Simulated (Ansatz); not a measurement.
Ansatz results at the PBE0-D4/def2-TZVP geometry: size of the dipole moment (ωB97M-V/def2-TZVPP) 2.66 D; HOMO energy (B3LYP/def2-TZVPP) -6.98 eV; size of the dipole moment (B3LYP/def2-TZVPP) 2.68 D.

Each molecule was computed in one conformer, which needn't be the lowest.

(1) Which molecule gave them?
A. `[BH3-][N+]#CC`
B. `C[B-](C)([OH2+])Cl`
C. `[CH3][GaH-]([CH3])[SeH2+]`
D. `[SH2+][Al-]([Cl])([Cl])[Cl]`

Results:

(1) C. The others give `[SH2+][Al-]([Cl])([Cl])[Cl]`: 4.81, -8.43, 4.80; `C[B-](C)([OH2+])Cl`: 3.67, -7.44, 3.64; `[BH3-][N+]#CC`: 7.59, -7.48, 7.27.

B3LYP here is the variant with VWN-RPA as its local correlation; programs differ in this.
